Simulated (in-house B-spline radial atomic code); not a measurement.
Solving the quasi-particle equation for 5s up of neutral rubidium

Configuration [Kr] 5s1, highest spin, start LDA VWN5. Computed with an all-electron radial atomic-structure program (B-spline basis): all electrons, scalar-relativistic (spin-free one-electron X2C), finite nucleus, each spin shell either full or empty, empty states to l = 9 with an (l + 1/2)⁻⁴ tail; G0W0 by contour deformation at full frequency.

RPA overbinds a lone outer s electron by self-correlation, and G0W0 tends to as well.

At the mean-field level ε = -2.547 eV the matrix elements are Σx = -5.867 eV, v_xc = -4.641 eV and Σc(ε) = -1.004 eV, and the slope of the correlation self-energy is dΣc/dω = -0.1843. The quasi-particle energy solves E = ε + Σx − v_xc + Σc(E).

**Question.** What does the linearised equation give?

**Answer.** Z = 1/(1 − dΣc/dω) = 1/1.1843 = 0.8444. The first-order shift is Σx − v_xc + Σc(ε) = -5.867 − (-4.641) + (-1.004) = -2.230 eV, so E ≈ ε + Z × shift = -2.547 + 0.8444 × (-2.230) = -4.430 eV.

**Question.** How does that compare with the full solution and with static screening?

**Answer.** Solving the equation at full frequency dependence gives E = -4.353 eV, where Σc = -0.580 eV and the weight is 0.701; the linearised value is off by 77 meV; so low a weight means that a satellite takes much of the strength. Leaving Z out would give -4.777 eV. Static COHSEX puts -1.831 eV in place of Σc and gives -5.604 eV, 1.25 eV deeper. The tabulated removal energy is 4.177 eV (NIST, measured); the run leaves out spin-orbit coupling, Breit and QED terms.
